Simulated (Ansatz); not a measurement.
Cost and result up the ladder for the cluster Pd₂Se₃ (5 atoms). Charge 0, multiplicity 1. Geometry: PBE-D4/def2-SVP.

```xyz
5

Pd    0.2199    1.4556   -0.2549
Pd   -0.8335   -0.7511    0.9865
Se   -1.6593    0.0596   -1.3030
Se    0.7048   -0.8094   -0.8407
Se    1.5680    0.0453    1.4122
```

Ansatz on 4 threads of Arm Neoverse N1 on a shared host. Times are rough, and most runs start from the orbitals of an earlier one. No level here is sound enough to serve as a yardstick. Binding counts from free atoms at the same level (Pd singlet, Se triplet; other spins of the atoms weren't run), without zero-point energy or a counterpoise term.

In the def2 sets Pd takes a core potential; there is no spin–orbit coupling. LC-ωPBE has ω = 0.4 bohr⁻¹. No other spin state of charge 0 was run. Another isomer (singlet) lies 0.18 eV lower at PBE-D4/def2-SVP; other spin states weren't run for this one.

Run but left out: HF/STO-3G (restricted singlet, unstable in another Hartree–Fock run and untested here); MP2/def2-TZVP, CCSD(T)/def2-SVP (restricted singlet, unstable towards broken spin symmetry).

```csv
level,functions,wall time,binding energy per atom (eV),remarks
PBE-D4/def2-SVP,158,4.4 s,2.56,restricted SCF unstable in HF
LDA (SPW92)/def2-TZVP,224,4.5 s,3.18,restricted SCF unstable in HF
PBE-D4/def2-TZVP (with forces),224,10 s,2.59,restricted SCF unstable in HF
PBE0-D4/def2-SVP,158,10 s,2.19,restricted SCF unstable in HF
r2SCAN-D4/def2-TZVP,224,17 s,2.52,restricted SCF unstable in HF
LC-ωPBE/def2-TZVP,224,18 s,1.87,restricted SCF unstable in HF
PBE0-D4/def2-TZVP,224,24 s,2.24,restricted SCF unstable in HF
r2SCANh-D4/def2-TZVP,224,25 s,2.38,restricted SCF unstable in HF
```
